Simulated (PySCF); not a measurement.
From computed data to an observable: entropy of an ideal gas

TiFH3, SMILES [F][TiH3], multiplicity 1.

Coordinates come from a PBE-D3(BJ)/def2-TZVP optimisation. The multiplicity is an assumed one; no other spin state was optimised. The structure was generated by enumeration; whether it is a known compound was not checked.

PySCF with PBE-D3(BJ)/def2-TZVP gives the harmonic wavenumbers 422, 422, 535, 589, 589, 791, 1698, 1698, 1727 cm⁻¹ and the rotational temperatures 3.0351, 0.5027, 0.5027 K. The molar mass is 69.89 g/mol, the symmetry number 3, the spin multiplicity 1.

**Question.** Work out the entropy at 298.15 K and 1 atm in the rigid-rotor, harmonic-oscillator model.

**Answer.** 
Translation (Sackur–Tetrode at 1 atm): S = R[1.5 ln M + 2.5 ln T − 1.16487] = 161.7 J/(mol K).
Rotation: q = (√π/σ) T^1.5/√(θA θB θC) = 3470, S = R[ln q + 3/2] = 80.3 J/(mol K).
Vibration: with u = 1.4388 ν/T, each mode gives R[u/(e^u − 1) − ln(1 − e^−u)]:
| ν (cm⁻¹) | modes | u | S (J/(mol K)) |
|---|---|---|---|
| 422 | 2 | 2.04 | 7.41 |
| 535 | 1 | 2.58 | 2.41 |
| 589 | 2 | 2.84 | 3.92 |
| 791 | 1 | 3.82 | 0.90 |
| 1698 | 2 | 8.19 | 0.04 |
| 1727 | 1 | 8.33 | 0.02 |
These are all the modes. Sum 14.7 J/(mol K).
Spin: R ln 1 = 0.0 J/(mol K).
Total 256.7 J/(mol K); the program's own thermochemistry gives 256.7. Translation makes up 63 % and vibration 6 %. Anharmonicity, hindered rotation and orbital degeneracy are left out.
